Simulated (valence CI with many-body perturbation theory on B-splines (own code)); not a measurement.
**E1 line list for Cs40+**

Level of theory: valence CI with perturbative core correlation (CI+MBPT): five valence electrons over a frozen Dirac-Fock core [Ne], a basis of 11 s, 11 p, 10 d, 8 f, 5 g, 2 h functions for each j, with the one-electron correlation potential Σ1, the two-electron term Σ2, the three-electron term Σ3, Breit, model QED; selected CI, second order for the rest, scaled by the run's own slope (own B-spline code, finite nucleus).

No measured spectrum was set against this ion. As an estimate, large intervals hold to a few tenths of a per cent, small ones and those within an open d or f shell to about a per cent. Among the levels kept, up to 3200 cm⁻¹ of a level comes from second order outside the variational space, and about a tenth of that is noise between levels of different J, which matters for small intervals.

Lines 151 to 200 of 555 in falling wavelength, among levels below 41.846 Ry, chosen from the strongest by gf and those to the six lowest levels. Wavelengths and rates use the calculated energies. Electric multipoles are in the length gauge, E1 and E2 with the static RPA response of the core. Weak lines are less certain than strong ones. Lines between different terms over intervals too small for the method are left out, as are lines whose strength nearly cancels. Where a level lies close to another of its J and parity, the split of strength between their lines is uncertain. The highest levels of a list are the least certain.

Levels are named by their leading jj configuration (3d3/2^4 stands for four electrons in 3d with j = 3/2), which in mixed levels can hold well under half, so a name can repeat and another be missing. Letters in brackets count levels of one name in rising energy.

```tsv
λ vac (Å)	Upper	Lower	A (s⁻¹)	log gf	Branch %
63.50	(3s^2 3p3/2 3d3/2 3d5/2) J=7/2 [c]	(3s^2 3p3/2^2 3d3/2) J=5/2	1.36e+11	-0.18	20.2
63.48	(3s^2 3p1/2 3d3/2 3d5/2) J=5/2	(3s^2 3p1/2 3p3/2 3d3/2) J=3/2 [a]	8.30e+10	-0.52	44.7
63.45	(3s^2 3p3/2 3d5/2^2) J=1/2	(3s^2 3p3/2^2 3d5/2) J=1/2	2.00e+11	-0.62	45.4
63.24	(3s 3p1/2^2 3d3/2 3d5/2) J=5/2 [b]	(3s 3p1/2^2 3p3/2 3d3/2) J=7/2	1.75e+10	-1.20	16.2
63.22	(3s 3p1/2 3p3/2^2 3d5/2) J=3/2 [f]	(3s 3p1/2 3p3/2^3) J=1/2	3.19e+11	-0.12	51.0
63.19	(3s 3p1/2 3p3/2^2 3d5/2) J=5/2 [d]	(3s^2 3p1/2 3p3/2 3d5/2) J=3/2 [c]	7.40e+10	-0.58	40.9
63.16	(3s^2 3p1/2 3d3/2 3d5/2) J=5/2	(3s^2 3p1/2 3p3/2 3d3/2) J=5/2 [a]	5.60e+10	-0.70	30.2
63.15	(3s^2 3p3/2 3d3/2 3d5/2) J=7/2 [c]	(3s^2 3p3/2^2 3d5/2) J=7/2	2.85e+10	-0.87	4.3
63.06	(3s 3p1/2 3p3/2^2 3d3/2) J=5/2 [c]	(3s^2 3p1/2 3p3/2 3d5/2) J=5/2 [a]	2.53e+10	-1.04	4.4
62.95	(3s 3p1/2 3p3/2^2 3d3/2) J=5/2 [f]	(3s^2 3p1/2 3p3/2 3d5/2) J=3/2 [b]	3.21e+10	-0.94	5.3
62.91	(3s^2 3p3/2 3d3/2 3d5/2) J=5/2 [c]	(3s^2 3p3/2^2 3d3/2) J=3/2 [a]	9.34e+10	-0.48	11.9
62.86	(3s 3p1/2^2 3d5/2^2) J=9/2	(3s 3p1/2^2 3p3/2 3d5/2) J=9/2	2.27e+10	-0.87	23.1
62.85	(3s 3p1/2^2 3d5/2^2) J=5/2 [b]	(3s 3p1/2^2 3p3/2 3d5/2) J=5/2 [a]	6.09e+10	-0.66	29.5
62.81	(3s 3p1/2 3p3/2^2 3d5/2) J=5/2 [e]	(3s 3p1/2 3p3/2^3) J=5/2	2.79e+11	0.00	60.7
62.79	(3s 3p1/2 3p3/2^2 3d5/2) J=3/2 [f]	(3s 3p1/2 3p3/2^3) J=3/2	1.02e+11	-0.62	16.3
62.65	(3s 3p1/2 3p3/2^2 3d5/2) J=7/2 [d]	(3s^2 3p1/2 3p3/2 3d5/2) J=5/2 [b]	1.63e+11	-0.11	50.0
62.59	(3s^2 3p3/2 3d3/2 3d5/2) J=5/2 [c]	(3s^2 3p3/2^2 3d3/2) J=5/2	5.09e+10	-0.75	6.5
62.57	(3s 3p1/2 3p3/2^2 3d3/2) J=5/2 [e]	(3s^2 3p1/2 3p3/2 3d3/2) J=3/2 [b]	2.24e+10	-1.10	4.3
62.55	(3s^2 3p3/2 3d3/2 3d5/2) J=1/2	(3s^2 3p3/2^2 3d3/2) J=3/2 [b]	5.51e+10	-1.19	8.5
62.51	(3s^2 3p1/2 3d5/2^2) J=3/2	(3s^2 3p1/2 3p3/2 3d5/2) J=3/2 [a]	9.48e+10	-0.65	39.8
62.47	(3s 3p1/2 3p3/2^2 3d3/2) J=3/2 [f]	(3s^2 3p1/2 3p3/2 3d5/2) J=3/2 [b]	8.12e+10	-0.72	13.3
62.42	(3s^2 3p3/2 3d5/2^2) J=3/2	(3s^2 3p3/2^2 3d5/2) J=5/2 [a]	7.40e+10	-0.76	13.3
62.39	(3s 3p1/2^2 3p3/2 3d5/2) J=3/2 [a]	(3s^2 3p1/2^2 3d5/2) J=5/2	2.77e+10	-1.19	44.0
62.36	(3s 3p1/2 3p3/2^2 3d3/2) J=7/2 [a]	(3s^2 3p1/2 3p3/2 3d3/2) J=5/2 [a]	9.26e+10	-0.36	69.0
62.27	(3s 3p1/2^2 3d3/2 3d5/2) J=7/2 [b]	(3s 3p1/2^2 3p3/2 3d3/2) J=7/2	2.11e+10	-1.01	21.4
62.26	(3s^2 3p3/2 3d3/2 3d5/2) J=9/2 [b]	(3s^2 3p3/2^2 3d3/2) J=7/2	2.52e+11	0.17	40.4
62.17	(3s 3p1/2 3p3/2^2 3d5/2) J=9/2 [b]	(3s^2 3p1/2 3p3/2 3d3/2) J=7/2	2.71e+10	-0.80	49.8
62.12	(3s 3p1/2 3p3/2^2 3d5/2) J=9/2 [c]	(3s^2 3p1/2 3p3/2 3d5/2) J=7/2 [b]	1.18e+11	-0.17	51.7
61.96	(3s 3p1/2 3p3/2^2 3d5/2) J=5/2 [c]	(3s^2 3p1/2 3p3/2 3d5/2) J=5/2 [b]	9.05e+10	-0.50	20.9
61.94	(3s^2 3p3/2^2 3d5/2) J=3/2	(3s^2 3p3/2^3) J=3/2	2.64e+11	-0.22	90.1
61.89	(3s^2 3p3/2 3d3/2 3d5/2) J=9/2 [b]	(3s^2 3p3/2^2 3d5/2) J=9/2	2.39e+10	-0.86	3.8
61.86	(3s^2 3p1/2 3d3/2 3d5/2) J=3/2	(3s^2 3p1/2 3p3/2 3d3/2) J=1/2 [a]	6.23e+10	-0.84	16.1
61.80	(3s 3p1/2 3p3/2^2 3d5/2) J=3/2 [c]	(3s^2 3p1/2 3p3/2 3d5/2) J=3/2 [b]	1.20e+11	-0.56	21.9
61.79	(3s 3p1/2^2 3p3/2 3d3/2) J=3/2 [b]	(3s^2 3p1/2^2 3d3/2) J=3/2	5.84e+10	-0.87	71.1
61.79	(3s 3p1/2^2 3d3/2 3d5/2) J=5/2 [b]	(3s 3p1/2^2 3p3/2 3d3/2) J=5/2 [a]	4.37e+10	-0.82	40.2
61.76	(3s 3p1/2 3p3/2^2 3d5/2) J=5/2 [c]	(3s^2 3p1/2 3p3/2 3d5/2) J=3/2 [b]	7.96e+10	-0.56	18.4
61.68	(3s^2 3p1/2 3d3/2 3d5/2) J=3/2	(3s^2 3p1/2 3p3/2 3d3/2) J=3/2 [a]	1.08e+11	-0.61	28.0
61.55	(3s^2 3p3/2 3d3/2 3d5/2) J=3/2 [b]	(3s^2 3p3/2^2 3d3/2) J=3/2 [a]	6.88e+10	-0.81	8.6
61.54	(3s^2 3p1/2 3p3/2 3d5/2) J=3/2 [b]	(3s^2 3p1/2 3p3/2^2) J=3/2	9.21e+10	-0.68	71.9
61.52	(3p1/2^2 3p3/2^2 3d3/2) J=3/2	(3s 3p1/2^2 3p3/2 3d3/2) J=3/2 [b]	6.51e+10	-0.83	46.8
61.45	(3s^2 3p3/2 3d3/2 3d5/2) J=3/2 [c]	(3s^2 3p3/2^2 3d5/2) J=1/2	4.72e+10	-0.97	5.6
61.44	(3s 3p1/2 3p3/2^2 3d3/2) J=7/2 [d]	(3s^2 3p1/2 3p3/2 3d3/2) J=5/2 [b]	1.69e+11	-0.12	28.6
61.41	(3s 3p1/2 3p3/2^2 3d5/2) J=3/2 [e]	(3s 3p1/2 3p3/2^3) J=5/2	1.12e+11	-0.60	19.2
61.41	(3s^2 3p1/2 3d5/2^2) J=9/2	(3s^2 3p1/2 3p3/2 3d5/2) J=9/2	1.09e+11	-0.21	53.0
61.41	(3s 3p1/2 3p3/2^2 3d3/2) J=5/2 [c]	(3s^2 3p1/2 3p3/2 3d5/2) J=3/2 [a]	2.31e+10	-1.11	4.1
61.40	(3s^2 3p1/2 3p3/2 3d5/2) J=3/2 [c]	(3s^2 3p1/2 3p3/2^2) J=5/2	4.57e+10	-0.99	21.2
61.34	(3s^2 3p1/2 3p3/2 3d5/2) J=5/2 [b]	(3s^2 3p1/2 3p3/2^2) J=3/2	2.18e+11	-0.13	75.1
61.30	(3s 3p1/2 3p3/2^2 3d5/2) J=5/2 [b]	(3s^2 3p1/2 3p3/2 3d3/2) J=3/2 [b]	3.55e+10	-0.92	10.0
61.25	(3s 3p1/2 3p3/2^2 3d3/2) J=9/2	(3s^2 3p1/2 3p3/2 3d3/2) J=7/2	1.52e+11	-0.07	93.9
61.24	(3s^2 3p3/2 3d3/2 3d5/2) J=3/2 [b]	(3s^2 3p3/2^2 3d3/2) J=5/2	4.33e+10	-1.01	5.4
```

(1) How does gf follow from A for the line at 61.52 Å?

## Answers

(1) gf = 1.4992 × (2J+1)_upper × A / σ², with σ = 1625388 cm⁻¹ and 2J+1 = 4: gf = 0.148.
